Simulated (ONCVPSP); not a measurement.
# Before and after: ONCV potential for silver

```
Element                 : Ag
Generator               : ONCVPSP 4.0.1
Type                    : optimised norm-conserving Vanderbilt (ONCV)
Functional              : PBE
Relativity              : scalar-relativistic
Frozen core             : [Ar] 3d10
Valence charge          : 19
Reference configuration : 4s2 4p6 4d10 5s1
Partial waves           : 4s+5s: rc 1.55 bohr, ncon 3, nbas 6, qcut 10.3 1/bohr, 3 projectors, debl 2.6 Ha; 4p: rc 1.55 bohr, ncon 4, nbas 9, qcut 8.4 1/bohr, 2 projectors, debl 3.5 Ha; 4d: rc 1.20 bohr, ncon 4, nbas 9, qcut 7.5 1/bohr, local
Local potential         : the d channel
Core correction         : Teter function, parameters optimised by the program
```

All-electron outer shells of the reference configuration (PBE, scalar-relativistic, ld1.x):

```
shell  level (eV)  outermost node (bohr)  outermost maximum (bohr)
   3d     -358.48                      –                      0.27
   4s      -95.05                   0.44                      0.82
   4p      -58.57                   0.44                      0.87
   4d       -7.44                   0.43                      1.04
   5s       -4.40                   1.11                      2.49
```

Change: non-relativistic.

Cutoffs: the cutoffs (Ha) at which the residual kinetic energy of the hardest occupied pseudo-wave falls to 1 and 0.1 mHa per electron; they do not see the model core or the augmentation charge, which bear on the density cutoff. Errors are all-electron minus pseudo energies relative to the spin-unpolarised reference configuration.

Q: What does the change do?

A: The potential gets neither clearly harder nor softer (44 Ha and 189 Ha → 45 Ha and 190 Ha); of the 4 tests that both files solve, the error grows in 1 and shrinks in 3 by more than 15 % and 0.3 meV (median size 2.8 → 1.4 meV); neither file shows a bound ghost.

```tsv
quantity	base	changed
cutoff, loose	44 Ha	45 Ha
cutoff, tight	189 Ha	190 Ha
loose cutoff by channel	s 28 Ha, p 19 Ha, d 44 Ha	s 28 Ha, p 18 Ha, d 45 Ha
bound ghosts	none	none
GHOST(+) flags under 300 eV	none	none
error for 4s2 4p6 4d10 5s0, meV [ΔE 7.76 → 7.18 eV]	-1.8	-0.3
error for 4s2 4p6 4d9 5s0, meV [ΔE 29.87 → 29.61 eV]	-3.8	-1.3
error for 4s2 4p6 4d8 5s0, meV [ΔE 66.06 → 66.27 eV]	-7.5	-3.9
error for 4s2 4p6 4d9 5s1 5p1, meV [ΔE 8.57 → 9.12 eV]	-0.6	-1.4
s: phases at 1.57 bohr within 0.05 rad from the reference energy up to (Ha; the scan ends near 5)	to the end of the scan	to the end of the scan
p: phases at 1.57 bohr within 0.05 rad from the reference energy up to (Ha; the scan ends near 5)	to the end of the scan	to the end of the scan
d: phases at 1.22 bohr within 0.05 rad from the reference energy up to (Ha; the scan ends near 5)	to the end of the scan	to the end of the scan
rms error of d²Exc/dni dnj with the model core, mHa	0.14	0.09
```
